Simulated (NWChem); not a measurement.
## Tetragonal strain in Si (diamond structure): splitting of valleys and valence bands

All runs are NWChem calculations. Level: LDA (Vosko), default library pseudopotentials (valence charges Si 4), cutoff 15 Ha, shifted 4×4×4 mesh, two-atom cell, no spin-orbit coupling. The cubic cell (a = 5.382 Å, near this level's equilibrium) is stretched by 1 + δ along x and y and by (1 + δ)^−2 along z, at constant volume; symmetry keeps the atoms on their sites. The table gives the lowest empty level on the line to X along z less that along x, and the single valence level at Γ less the pair from which it splits.

```
δ       ε_zz − ε_xx  valley splitting (eV)  valence splitting (eV)
------  -----------  ---------------------  ----------------------
-0.020       0.0612                  0.538                  -0.464
-0.010       0.0303                  0.269                  -0.222
-0.005       0.0151                  0.135                  -0.109
0.005       -0.0149                 -0.135                   0.104
0.010       -0.0297                      ?                       ?
```

Q: The valley splitting goes as Ξᵤ(ε_zz − ε_xx) and, without spin-orbit coupling, the valence splitting as 3b(ε_zz − ε_xx). Fit both through zero and predict the withheld row.

A: Ξᵤ ≈ 8.8 eV and 3b ≈ -7.5 eV, so b ≈ -2.5 eV; the rows leave the lines by up to 0.007 eV. Predicted against computed: valley -0.262 against -0.270 eV, valence 0.223 against 0.205 eV.
